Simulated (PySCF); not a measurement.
Cartesian coordinates in Å; atom numbers follow the order of the lines, from 1:
```xyz
25

C    -3.6654    0.2115    0.6143
C    -2.5335    0.8324   -0.1937
P    -0.8912    0.6793    0.6715
C    -0.5348   -1.1107    0.2974
C     0.9384   -1.4292    0.5223
P     1.9917   -0.6912   -0.8233
C     3.6286   -0.8198    0.0255
C     1.6362    1.0974   -0.4479
C     0.1637    1.4178   -0.6745
H    -4.6194    0.3657    0.1131
H    -3.7182    0.6635    1.6027
H    -3.5128   -0.8587    0.7372
H    -2.4701    0.3719   -1.1846
H    -2.7203    1.9024   -0.3265
H    -0.8225   -1.3387   -0.7345
H    -1.1507   -1.7166    0.9698
H     1.2662   -1.0557    1.4981
H     1.0954   -2.5131    0.5003
H     3.5833   -0.4198    1.0379
H     3.9266   -1.8662    0.0605
H     4.3708   -0.2701   -0.5506
H     2.2594    1.7008   -1.1168
H     1.9222    1.3249    0.5843
H     0.0077    2.5017   -0.6525
H    -0.1622    1.0446   -1.6510
```

Calculated, not measured (PySCF 2.14): GFN2-xTB structure, GIAO PBE0/pcSseg-1 shieldings. One averaged value for each set of equivalent atoms, in vacuum, single conformer, no relativistic terms.

Referencing at the same level of theory: ¹³C (σ = 186.93 ppm) against TMS.

Do the ¹³C shifts follow the atomic charges (in e)? Tabulate both.

## Answers


| atoms | hybridisation | δ (ppm) | σ para (ppm) | Hirshfeld | IAO | Mulliken | ESP-fitted |
| --- | --- | --- | --- | --- | --- | --- | --- |
| C5/C8 | sp3 | 32.1 | -98 | -0.12 | -0.44 | -0.41 | -0.19 |
| C2 | sp3 | 30.6 | -99 | -0.11 | -0.43 | -0.48 | +0.01 |
| C4/C9 | sp3 | 30.2 | -97 | -0.12 | -0.43 | -0.42 | -0.42 |
| C7 | sp3 | 17.7 | -84 | -0.17 | -0.61 | -0.47 | -0.55 |
| C1 | sp3 | 12.3 | -71 | -0.12 | -0.41 | -0.26 | -0.19 |

Correlation coefficients of δ with charge over these carbons: Hirshfeld +0.51, IAO +0.34, Mulliken -0.58, ESP-fitted +0.30; with the paramagnetic shielding -0.98. With so few points these coefficients are fragile. Charge is one influence among several: hybridisation and low-lying excitations act through the paramagnetic term.

Shifts are as computed. Against solution values, carbons near 30 ppm lie about +3 ppm off and those near 130 ppm about +5 ppm. Of 1211 compounds with measured shifts, 218 miss one by over three times the rms of a fit or turn the order of signals round; such compounds aren't used in these exercises.
